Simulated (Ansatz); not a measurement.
Compare A (`Cl[SiH]1CB[SiH2]1`) with its isomer B (`ClB[SiH]1C[SiH2]1`).

Computed with Ansatz on PBE0-D4/def2-TZVP structures; ΔE is electronic, products minus reactants. CCSD(T)/CBS adds triple-zeta CCSD(T) − MP2 to the extrapolated MP2 energy (def2 sets, frozen cores). Functionals use def2-TZVPP. B3LYP here is the variant with VWN-RPA as its local correlation; programs differ in this. One conformer a species, not always the lowest.

Question: Which isomer does CCSD(T)/CBS put lower? Give the gap. (An estimate is asked.)

Answer: The calculation gave: A, by 74.2 kJ/mol.

Question: Give E(B) − E(A) in kJ/mol with B3LYP, PBE-D4, CCSD/def2-TZVPP, r2SCAN-D4, PBE0-D4, B3LYP-D4, HF/def2-TZVPP. (An estimate is asked.)

Answer: Computed: B3LYP 65.1, PBE-D4 65.6, CCSD/def2-TZVPP 73.1, r2SCAN-D4 68.9, PBE0-D4 74.1, B3LYP-D4 67.5, HF/def2-TZVPP 79.7. None reverses the order clearly.

Largest T1 diagnostic: 0.015.

In def2-TZVPP, CCSD(T) changes the Hartree–Fock value by −9.3 kJ/mol (the triples alone add −2.8 kJ/mol) and MP2 by −6.1 kJ/mol. From PBE to PBE0 (25 % exact exchange), in def2-TZVPP and without D4, E(B) − E(A) moves by +8.8 kJ/mol.
